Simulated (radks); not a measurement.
Question: Valence configurations of Te+ (all share [Kr]). Method: Dirac Kohn-Sham, PBE, spin-unpolarised, spherical densities, finite nucleus; open shells are shared between the two j in proportion to 2j + 1; Fermi nuclear charge, rms radius 4.7423 fm; computed with a radial shooting solver on a logarithmic mesh with Libxc functionals. Order these by energy: 4d10 5s1 5p4; 4d9 5s2 5p4; 4d8.5 5s1.5 5p5; 4d10 5p5; 4d8 5s2 5p5; 4d9.5 5s2 5p3.5; 4d9.5 5s1.5 5p4; 4d9.5 5s0.5 5p5; 4d9 5s1 5p5; 4d10 5s2 5p3.

Answer: From the lowest, in eV above it: 4d10 5s2 5p3 0.000; 4d10 5s1 5p4 9.805; 4d9.5 5s2 5p3.5 19.099; 4d10 5p5 19.768; 4d9.5 5s1.5 5p4 24.165; 4d9.5 5s0.5 5p5 34.412; 4d9 5s2 5p4 39.467; 4d9 5s1 5p5 49.994; 4d8.5 5s1.5 5p5 66.528; 4d8 5s2 5p5 84.025. NIST lists [Kr] 4d10 5s2 5p3 as the ground configuration; this level of theory agrees among the configurations tried. The energies are those of spherical spin-averaged densities, not of single terms.
